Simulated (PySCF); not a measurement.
Molfile (atoms numbered from 1):
```
C6H8ClFO
     RDKit          3D

 17 17  0  0  0  0  0  0  0  0999 V2000
    2.5802   -0.3860    0.1451 C   0  0  0  0  0  0  0  0  0  0  0  0
    1.5773    0.5892    0.2946 O   0  0  0  0  0  0  0  0  0  0  0  0
    0.3154    0.1905   -0.1829 C   0  0  2  0  0  0  0  0  0  0  0  0
   -0.6087    1.3768   -0.2315 C   0  0  0  0  0  0  0  0  0  0  0  0
   -1.7850    1.1020    0.3146 C   0  0  0  0  0  0  0  0  0  0  0  0
   -3.1263    2.1480    0.4536 Cl  0  0  0  0  0  0  0  0  0  0  0  0
   -1.8767   -0.3263    0.7903 C   0  0  1  0  0  0  0  0  0  0  0  0
   -2.6412   -1.0709   -0.0928 F   0  0  0  0  0  0  0  0  0  0  0  0
   -0.4223   -0.8016    0.7515 C   0  0  0  0  0  0  0  0  0  0  0  0
    3.5034    0.0717    0.4941 H   0  0  0  0  0  0  0  0  0  0  0  0
    2.6924   -0.6802   -0.9057 H   0  0  0  0  0  0  0  0  0  0  0  0
    2.3708   -1.2808    0.7414 H   0  0  0  0  0  0  0  0  0  0  0  0
    0.4264   -0.2348   -1.1959 H   0  0  0  0  0  0  0  0  0  0  0  0
   -0.2936    2.3115   -0.6548 H   0  0  0  0  0  0  0  0  0  0  0  0
   -2.3656   -0.4376    1.7635 H   0  0  0  0  0  0  0  0  0  0  0  0
   -0.3687   -1.8328    0.4077 H   0  0  0  0  0  0  0  0  0  0  0  0
    0.0151   -0.7266    1.7466 H   0  0  0  0  0  0  0  0  0  0  0  0
  1  2  1  0
  2  3  1  0
  3  4  1  0
  4  5  2  0
  5  6  1  0
  5  7  1  0
  7  8  1  0
  7  9  1  0
  9  3  1  0
  1 10  1  0
  1 11  1  0
  1 12  1  0
  3 13  1  6
  4 14  1  0
  7 15  1  1
  9 16  1  0
  9 17  1  0
M  END
```

Geometry: GFN2-xTB; GIAO shifts from PySCF 2.14.0 with density-fitted response routines, gas phase, non-relativistic, averaged over equivalent atoms.

At B3LYP/pcseg-1 (170 basis functions, 23 s wall time on 1 thread of an Arm Neoverse V1, shared host):
```csv
atoms,δ (ppm)
C5,150.5
C4,144.4
C7,105.8
C3,90.9
C1,59.3
C9,46.8
O2,53.7
F8,-187.1
H14,6.08
H15,5.43
H13,4.76
H10/H11/H12,3.56
H16,2.60
H17,1.91
```

δ = σ(ref) − σ, references computed at the same level: 13C (192.51 ppm) and 1H (31.95 ppm) against TMS; 17O (338.96 ppm) against H2O; 19F (178.05 ppm) vs CFCl3.

Problem. Predict the values at revPBE/IGLO-II on the same geometry.

Solution. 
```
      atoms  δ at revPBE/IGLO-II  change
         C5                145.0    -5.5
         C4                140.4    -4.0
         C7                105.1    -0.7
         C3                 90.9    +0.0
         C1                 59.9    +0.6
         C9                 44.9    -1.9
         O2                 63.3    +9.6
         F8               -195.2    -8.1
        H14                 6.08   +0.00
        H15                 5.62   +0.19
        H13                 5.01   +0.25
H10/H11/H12                 3.55   -0.01
        H16                 2.56   -0.04
        H17                 1.96   +0.05
```

Referencing at the same level of theory: 13C (σ = 185.04 ppm) and 1H (σ = 32.16 ppm) against TMS; 17O (σ = 334.36 ppm) vs H2O; 19F (σ = 151.64 ppm) against CFCl3.

The largest change is at O2 (ether oxygen). Cost: 259 basis functions, 55 s wall time on 1 thread of an Arm Neoverse V1, shared host. The order of the carbon signals is the same at both levels.

Carbons that carry Cl, above all several Cl atoms, come out too deshielded, partly because spin–orbit coupling is missing. Unscaled 19F shifts against computed CFCl3 carry errors that often reach 10 to 50 ppm. Experimental scales use liquid or dissolved standards, which lie at an offset from isolated H2O (liquid H2O: subtract about 36 ppm).
